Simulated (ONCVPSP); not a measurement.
**Building the ONCV potential for tin (Wu-Cohen, fully relativistic).**

tin (Sn), optimised norm-conserving Vanderbilt (ONCV), made with ONCVPSP 4.0.1 (Wu-Cohen, fully relativistic). Core [Ar] 3d10, reference 4s2 4p6 4d10 5s1 (charge +3). Waves: 4s+5s: rc 1.20 bohr, ncon 4, nbas 7, qcut 10.9 1/bohr, 2 projectors; 4p: rc 1.55 bohr, ncon 4, nbas 8, qcut 10.4 1/bohr, 2 projectors, debl 2.1 Ha; 4d: rc 1.65 bohr, ncon 3, nbas 7, qcut 10.7 1/bohr, 2 projectors, debl 1 Ha; f scattering state at 0.18 Ha: rc 1.75 bohr, ncon 5, nbas 10, qcut 6.8 1/bohr, 3 projectors, debl 1.4 Ha. Local part: polynomial inside 0.80 bohr (lpopt 5, dvloc0 3 Ha). Core correction: Teter function, fcfact 5.5, rcfact 1.25.

Open shells are filled in proportion to 2j + 1.

In the p channel the program set the typed energies aside and used -4.291, 0.050 Ha (j = l + 1/2; the other j can differ). In the d channel the program set the typed energies aside and used -2.008, 0.250 Ha (j = l + 1/2; the other j can differ).

All-electron outer shells of the reference configuration (Wu-Cohen, scalar-relativistic, ld1.x):

```json
{"shell": "3d", "level (eV)": "-503.16", "outermost node (bohr)": "–", "outermost maximum (bohr)": "0.25"}
{"shell": "4s", "level (eV)": "-163.39", "outermost node (bohr)": "0.40", "outermost maximum (bohr)": "0.74"}
{"shell": "4p", "level (eV)": "-119.16", "outermost node (bohr)": "0.41", "outermost maximum (bohr)": "0.79"}
{"shell": "4d", "level (eV)": "-55.09", "outermost node (bohr)": "0.39", "outermost maximum (bohr)": "0.88"}
{"shell": "5s", "level (eV)": "-35.97", "outermost node (bohr)": "0.98", "outermost maximum (bohr)": "1.89"}
```

(1) Estimate the cutoffs (Ha) at which the residual kinetic energy of the hardest occupied pseudo-wave falls to 1 and 0.1 mHa per electron.

(2) What does a ghost test show?

(3) Tests: 4s2 4p6 4d10 5s2 5p2; 4s2 4p6 4d10 5s2 5p1; 4s2 4p6 4d10 5s2; 4s2 4p6 4d9 5s2 5p3. Which has the largest error in its energy relative to the reference configuration, and how large is it?

Results:

(1) 43 Ha and 50 Ha.

(2) Ghosts flagged at negative energy: f7/2 at -13626.5 eV, f5/2 at -14495.7 eV; GHOST(+) flagged for s at 193.4 eV. A true bound ghost makes a file unfit for plane-wave use.

(3) 4s2 4p6 4d9 5s2 5p3, with +22 meV (all-electron minus pseudo) on -27.62 eV.
